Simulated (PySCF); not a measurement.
MgF, SMILES [F][Mg+], charge +1.

Coordinates come from a r2SCAN-D4/def2-TZVPD optimisation. The multiplicity is an assumed one; other spin states were not compared.

Computed with TDDFT-ωB97X/def2-TZVPD run with PySCF.

Vertical excitations; the highest root listed may be one member of a degenerate set. Gas-phase values at a fixed geometry. State labels are in the subgroup C2v.

Problem. List the lowest excited states. (An estimate is asked for; the answer gives what the named calculation found.)

Solution. 
| state | symmetry | energy (eV) | λ (nm) | f | main pairs |
|---|---|---|---|---|---|
| S1 | B2 | 5.42 | 229 | 0.018 | HOMO→LUMO (degenerate set) |
| S2 | B1 | 5.42 | 229 | 0.018 | HOMO−1→LUMO (degenerate set) |
| S3 | A1 | 6.57 | 189 | 0.075 | HOMO−2→LUMO 95 % |
| S4 | A1 | 8.98 | 138 | 0.000 | HOMO−1→LUMO+1, HOMO→LUMO+2 (degenerate set) |
| S5 | A2 | 8.98 | 138 | 0.000 | HOMO−1→LUMO+2, HOMO→LUMO+1 (degenerate set) |
| S6 | A2 | 9.01 | 138 | 0.000 | HOMO→LUMO+1 46 %, HOMO−1→LUMO+2 46 % |
| S7 | A1 | 9.68 | 128 | 0.096 | HOMO→LUMO+2 47 %, HOMO−1→LUMO+1 47 % |
| S8 | B2 | 9.73 | 127 | 0.040 | HOMO−2→LUMO+2 (degenerate set) |
| S9 | B1 | 9.73 | 127 | 0.040 | HOMO−2→LUMO+1 (degenerate set) |
| S10 | B2 | 10.33 | 120 | 0.072 | HOMO→LUMO+3 76 %, HOMO→LUMO+4 17 % |
| T1 | B2 | 5.34 | 232 | 0 | HOMO→LUMO (degenerate set) |
| T2 | B1 | 5.34 | 232 | 0 | HOMO−1→LUMO (degenerate set) |
| T3 | A1 | 5.89 | 210 | 0 | HOMO−2→LUMO 96 % |
| T4 | A1 | 8.81 | 141 | 0 | HOMO→LUMO+2 46 %, HOMO−1→LUMO+1 46 % |
Triplets are in the Tamm–Dancoff approximation, which puts them higher than full response would, so one can lie above its singlet here.
